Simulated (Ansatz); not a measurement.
Basis-set extrapolation for C₂H₆AlFO₂, SMILES `C[O][Al]([F])[O]C` (PBE0-D4/def2-TZVP geometry, frozen core, Ansatz 0.2.0). Multiplicity 1, RHF reference.

```json
{"": "HF", "def2-TZVPP": "-570.636846", "def2-QZVPP": "-570.661026"}
{"": "MP2 correlation", "def2-TZVPP": "-1.142049", "def2-QZVPP": "-1.233452"}
{"": "CCSD(T) correlation", "def2-TZVPP": "-1.211318", "def2-QZVPP": "not run"}
```

Energies in hartree. Use E(X) = E(∞) + A·exp(−7.88·√X) for Hartree–Fock and E(X) = E(∞) + B·X^(−2.97) for correlation, with X = 3 and 4, and add CCSD(T) minus MP2 of the smaller set to the MP2 limit.

Problem. What is the CCSD(T) energy at the basis-set limit?

Solution. HF limit: -570.661026 + (-0.024180) × 0.13774 = -570.66436. MP2 limit: -1.233452 + (-0.091403) × 0.74074 = -1.30116. Higher-order term: -1.211318 − (-1.142049) = -0.06927. Total: -572.03479 hartree, 490.0 kJ/mol below CCSD(T)/def2-TZVPP.
